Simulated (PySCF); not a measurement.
Compound: C3H4F3N.
Z-matrix (Å and degrees, PBE0-D3(BJ)/def2-SVP geometry), rows numbered from 1:
```
C 
N   1  1.2632
C   2  1.4324  1  123.06
C   3  1.5159  2  119.90  1     1.05
F   4  1.3353  3  109.86  2   179.81
F   4  1.3377  3  112.11  2    60.22
F   4  1.3384  3  112.15  2   -60.63
H   1  1.0998  2  118.07  3   179.87
H   1  1.1037  2  125.60  3     0.05
H   3  1.1025  2  108.46  1   123.86
H   3  1.1025  2  108.47  1  -121.88
```

Linear response at CAM-B3LYP/def2-SVPD (PySCF, frozen core in the response, non-relativistic).

Static isotropic polarisability: 47.09 au (6.98 Å³), principal values 38.3, 45.3, 57.7 au.

Question: What is the polarisability at 1064 nm and at the sodium D line?

Answer: 47.38 au at 1064 nm (+0.6 %), 48.07 au at 589.3 nm (+2.1 %). The rise at 589.3 nm is 3.35 times that at 1064 nm; a pure ω² law gives 3.26. The lowest singlet lies at 250 nm, shorter than both wavelengths.

Question: What is the isotropic C6 coefficient between two such molecules, C6 = (3/π)∫α(iω)² dω?

Answer: 1112 au (Eh·bohr⁶) by a ten-point quadrature over imaginary frequencies, which is 664 eV·Å⁶ or 64.1 J·nm⁶/mol.

Question: Which effective excitation energy ω̄ makes London's formula C6 = (3/4)α²ω̄ exact here?

Answer: ω̄ = 4·C6/(3α²) = 0.669 Eh = 18.2 eV. A one-pole form α(ω) = α/(1 − ω²/ω̄²) fitted to the 1064 nm value gives 14.8 eV.

Question: The lowest 6 singlets have (eV, f): 4.95, 0.002; 7.49, 0.001; 8.13, 0.258; 8.37, 0.050; 8.86, 0.066; 8.96, 0.002. What share of the static polarisability do they carry in the sum over states α = Σ f/ω²?

Answer: 4.13 au, 8.8 % of α; the largest term, 2.89 au, is that of the state at 8.13 eV. Their oscillator strengths add up to 0.38. Higher states carry the rest.

Question: What does −C6/R⁶ come to at R = 10 Å between centres?

Answer: -64 J/mol. This is the leading, orientation-averaged term; C8 and higher terms are left out.

Question: How anisotropic is the static polarisability, by Δα² = ½[(α1 − α2)² + (α2 − α3)² + (α3 − α1)²]?

Answer: Δα = 17.0 au, or 0.36 of the isotropic value.

Question: What molar refraction at the D line follows from R = (4π/3)·N_A·α′, with α′ the polarisability volume?

Answer: α′ = 7.12 Å³ gives R = 17.97 cm³/mol, for isolated, non-vibrating species.

Question: How many electrons N does the Slater–Kirkwood formula C6 = (3/4)·√N·α^(3/2) need to give this C6?

Answer: N = (4·C6/3)²/α³ = 21.0; the species has 56 electrons in all.

Question: What n − 1 at the D line would an ideal gas of it have at 273.15 K and 1 atm (2.6868 × 10¹⁹ cm⁻³), by n − 1 = 2π·N·α′?

Answer: 12.02 × 10⁻⁴, a formal value whether or not that pressure can be reached.

On Intel Xeon Platinum 8259CL at 2.50 GHz, one thread, no GPU, shared host, this took 29 s of wall time and 0.83 GiB of memory at its peak. This is the whole response run at CAM-B3LYP/def2-SVPD, SCF included.

One conformer stands for the species.
